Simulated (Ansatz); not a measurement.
A trace of molecular dynamics of CH2SiTe (5 atoms, charge 0, multiplicity 1).

All numbers below come from Ansatz, RKS B3LYP/def2-SVP.

- ensemble: NVE (Milne-controlled integrator)
- starting velocities drawn for: 700 K
- seed: 804727

```tsv
time (fs)	T (K)	potential energy less start (eV)	conserved less start (meV/atom)
0.0	700	0.000	0.00
3.0	411	0.112	0.01
6.0	400	0.117	0.05
9.0	451	0.097	-0.01
12.0	286	0.160	-0.02
15.0	611	0.035	0.06
18.0	288	0.160	0.02
21.0	573	0.049	-0.02
24.0	545	0.060	0.03
27.0	513	0.073	0.04
30.0	834	-0.052	-0.01
33.0	704	-0.002	-0.02
36.0	1139	-0.170	0.05
39.0	1050	-0.136	0.01
42.0	1527	-0.321	-0.01
45.0	1739	-0.403	0.02
48.0	1625	-0.359	0.03
51.0	1660	-0.372	0.00
54.0	1089	-0.151	-0.01
57.0	980	-0.108	0.03
60.0	513	0.073	0.02
63.0	941	-0.093	0.01
66.0	1078	-0.147	0.00
69.0	1329	-0.244	0.02
72.0	1537	-0.324	0.03
75.0	1597	-0.348	0.01
```

Q: Can this run be trusted? Judge the integration.

A: The conserved energy stayed within 0.061 meV per atom of its start (net change 0.015 meV per atom), so the integration is sound. The system heated up, since it started high on the potential surface and ran downhill. A run of 0.075 ps of so small a system gives no equilibrium averages. The time step was 0.5 fs.

The run took 5.2 min on 1 thread of Intel(R) Xeon(R) Platinum 8488C (Sapphire Rapids) (shared host), peak memory 0.24 GiB.
